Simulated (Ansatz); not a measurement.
The cluster NiO2, relaxed as a triplet with UKS r2SCAN-D4/def2-TZVP in Ansatz, starting from the r2SCAN-D4/def2-TZVP geometry of the neutral singlet. Force threshold 0.02 eV/Å.

The charge 0 triplet is spin-contaminated (final ⟨S²⟩ up to 2.64, 2.00 for a pure state). Another isomer (singlet) lies 0.43 eV lower at PBE0-D4/def2-TZVP.

Start:

```xyz
3

Ni    0.1186    0.1219    0.0486
O     1.0205   -0.7588   -0.9091
O    -1.1392    0.6369    0.8604
```

```
        step  energy (eV)  largest force component (eV/Å)  SCF passes
           1  -45134.2171                           1.720         138
           2  -45134.2569                           1.143          72
           3  -45134.2895                           0.183          71
           4  -45134.2915                           0.125          69
           5  -45134.2935                           0.162          70
6 (rejected)  -45134.2017                           3.096         290
7 (rejected)  -45134.2792                           1.611          72
           8  -45134.3020                           0.131          73
           9  -45134.3071                           0.525          77
          10  -45134.3106                           0.102         193
          11  -45134.3109                           0.016         340
```

Force components are those of the run's own axes.

End:

```xyz
3

Ni   -0.008    0.014    0.013
O     1.139   -0.744   -0.939
O    -1.131    0.731    0.927
```

By distances, no bond broke or formed. The bond that changes most is Ni1–O2, from 1.58 to 1.67 Å (atoms count from 1).

No frequencies were taken in this run, so the end may be a saddle point.

Hardware: 4 threads of INTEL XEON PLATINUM 8581C on a shared host. Wall time 57 s.
